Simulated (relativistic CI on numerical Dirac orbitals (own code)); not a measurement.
Hyperfine structure of I XLII, mass number 129

Calculated at this level of theory: Dirac-Coulomb-Breit CI, separate exchange-only KLI orbitals for each configuration, model QED, unscaled Slater integrals (own radial code, finite nucleus).

Configuration list (outside the closed core [Ne]): 3s2, 3s 3p, 3p2, 3s 3d, 3d2, 3p 3d, 3p 4s, 3d 4s, 3s 4s, 3s 4p, 3s 4d, 3s 4f, 3s 5s, 3s 5p, 3s 5d, 3s 5f. Levels of other configurations are missing.

Nuclear spin I = 7/2, μ = 2.6165 μN, Q = -0.483 b (tables of Stone and Pyykkö). The electronic factors are computed for point nuclear moments, without core polarisation or the Bohr-Weisskopf and QED corrections.

```tsv
Level	E (eV)	A (GHz)	B (GHz)
3s 3p 3P°_1	92.721	673.3	16.5
3s 3p 3P°_2	161.547	308.3	-64.6
3s 3p 1P°_1	187.871	-171.7	-48.2
3p2 1D_2	270.786	123.4	-58.9
3p2 3P_1	271.733	-19.81	-32.3
3s 3d 3D_1	303.297	-235.7	-5.61
3s 3d 3D_2	307.602	216	-6.43
3s 3d 3D_3	320.359	188.8	-14.9
```

Levels with J = 0, under 50 % of one LS term, or S terms without an open s electron are left out. Small factors come from cancelling terms and can be off by tens of per cent or more.

At this charge energies of transitions that change n are usually good to better than 1 %, and those within a shell (Δn = 0) to a few per cent.

**Question.** Give the hyperfine levels of 3s 3p 3P°_1 relative to its centre of gravity.

**Answer.** With K = F(F + 1) − I(I + 1) − J(J + 1), E = AK/2 + B[¾K(K + 1) − I(I + 1)J(J + 1)]/[2I(2I − 1)J(2J − 1)]: F = 5/2: -3021, F = 7/2: -685.1, F = 9/2: 2361 GHz.

LS names give the leading component of a level, which can be under half, so a name can repeat, a term be missing and a line seem to break the LS rules.
